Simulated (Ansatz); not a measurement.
Z-matrix (Å, degrees):
```
Zr
Cl 1 2.380
C 1 2.498 2 119.1
C 1 2.514 2 86.3 3 -44.7
C 1 2.527 2 88.6 3 -12.0
C 1 2.502 2 114.5 3 -61.3
O 1 1.912 2 105.5 3 94.4
Cl 1 2.376 2 106.7 3 -153.8
C 1 2.480 2 139.8 3 -34.1
H 3 1.081 1 117.8 2 99.6
H 4 1.081 1 117.5 2 -28.6
C 5 1.491 1 121.4 2 37.4
H 6 1.079 1 116.6 2 -90.9
H 7 0.954 1 154.3 2 -124.3
H 9 1.081 1 116.5 2 -172.9
H 12 1.091 5 111.3 1 -55.8
H 12 1.094 5 110.1 1 -175.5
H 12 1.091 5 111.5 1 65.1
```

Charge 0, multiplicity 1. Zr takes the def2 core potential.

(1) List the PBE0/def2-TZVPP orbital energies in eV (the Gaussian-basis code of Ansatz). (Estimate.)

## Answers

(1) Computed: Occupied: -2766.55, -2766.53, -522.85, -279.32, -279.06, -279.03, -279.02, -278.95, -278.52, -258.41, -258.39, -196.63, -196.61, -196.59, -196.57, -196.57, -196.56, -59.35, -35.93, -35.62, -35.57, -27.16, -25.49, -21.83, -21.78, -21.67, -20.67, -19.24, -16.09, -15.73, -14.77, -14.29, -12.69, -12.34, -11.78, -11.59, -11.31, -11.16, -10.55, -10.18, -10.15, -9.81, -9.72, -9.25, -8.93, -8.88, -8.57, -7.68, -7.40. Lowest empty: -1.43, -1.06, -0.69, -0.09, 0.17, 0.41, 0.88, 0.93.
